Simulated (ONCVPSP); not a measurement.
# tungsten: excitation energies, all-electron against ONCV

* Element: W
* Generator: ONCVPSP 4.0.1
* Type: optimised norm-conserving Vanderbilt (ONCV)
* Functional: PBE
* Relativity: scalar-relativistic
* Frozen core: [Kr] 4d10 4f14
* Valence charge: 14
* Reference configuration: 5s2 5p6 5d4 6s2
* Partial waves: 5s+6s: rc 1.50 bohr, ncon 4, nbas 7, qcut 7.8 1/bohr, 2 projectors; 5p: rc 1.20 bohr, ncon 4, nbas 7, qcut 6.1 1/bohr, 2 projectors, debl 3 Ha; 5d: rc 1.90 bohr, ncon 4, nbas 8, qcut 4.6 1/bohr, 1 projector
* Local potential: polynomial inside 0.95 bohr (lpopt 1, dvloc0 1 Ha)
* Core correction: polynomial model core, fcfact 0.2

Energies are relative to the spin-unpolarised reference configuration 5s2 5p6 5d4 6s2; without spin polarisation the order of configurations can differ from experiment.

```csv
valence configuration,charge,ΔE all-electron (eV),error AE − PS (meV)
5s2 5p6 5d4 6s1,+1,8.883,-3.5
5s2 5p6 5d3 6s0,+3,49.946,-28
5s2 5p6 5d4 6s1 6p1,0,4.495,-1.4
```

(1) What are ΔE and the potential's error for 5s2 5p6 5d4 6s0?

Levels in the configuration 5s2 5p6 5d3 6s0:

```tsv
level	all-electron (eV)	pseudo (eV)
5s	-107.962	-108.070
5p	-71.826	-71.899
5d	-31.108	-31.134
```

Note: no bound ghost flagged; GHOST(+) flagged for s at 111.4 eV, p at 354.4 eV.

Results:

(1) ΔE = 24.563 eV all-electron; the error (AE − PS) is -11 meV.
